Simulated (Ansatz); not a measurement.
Basis sets compared for the cluster Sn₂Ge₂. Charge 0, multiplicity 1. Geometry PBE0-D4/def2-SVP. Ansatz on 2 threads of AMD EPYC 7R13 on a shared host; times are rough, and most runs start from earlier orbitals.

```xyz
4

Ge    1.073    0.509    0.384
Ge   -0.375   -0.228    2.136
Sn   -1.355   -0.646   -0.346
Sn    0.657    0.365   -2.174
```

In the def2 sets Sn takes a core potential; there is no spin–orbit coupling. The structure comes from a short search, and lower isomers may exist.

Binding counts from free atoms (Ge triplet, Sn triplet) in the same basis, without a counterpoise term.

```csv
level,functions,energy (Eh),HOMO (eV),LUMO (eV),binding per atom (eV),wall time
PBE-D4/def2-SVP,116,-4581.5512,-4.98,-3.90,2.59,1.8 s
PBE-D4/def2-TZVP,196,-4582.0859,-4.97,-3.89,2.61,4.2 s
r2SCAN-D4/def2-TZVP (with forces),196,-4582.8346,-5.20,-3.92,2.49,8.5 s
PBE0-D4/def2-SVP,116,-4581.6560,-5.81,-3.35,2.43,4 s
PBE0-D4/def2-TZVP,196,-4582.1886,-5.77,-3.33,2.46,9.5 s
```

Task: Estimate the rows for PBE-D4/def2-TZVPD, r2SCAN-D4/def2-TZVPD, PBE0-D4/def2-TZVPD.

Result: 
```
               level  functions  energy (Eh)  HOMO (eV)  LUMO (eV)  binding per atom (eV)  wall time
   PBE-D4/def2-TZVPD        220   -4582.0872      -4.99      -3.91                   2.61      4.5 s
r2SCAN-D4/def2-TZVPD        220   -4582.8358      -5.21      -3.93                   2.50        9 s
  PBE0-D4/def2-TZVPD        220   -4582.1899      -5.79      -3.35                   2.46        9 s
```
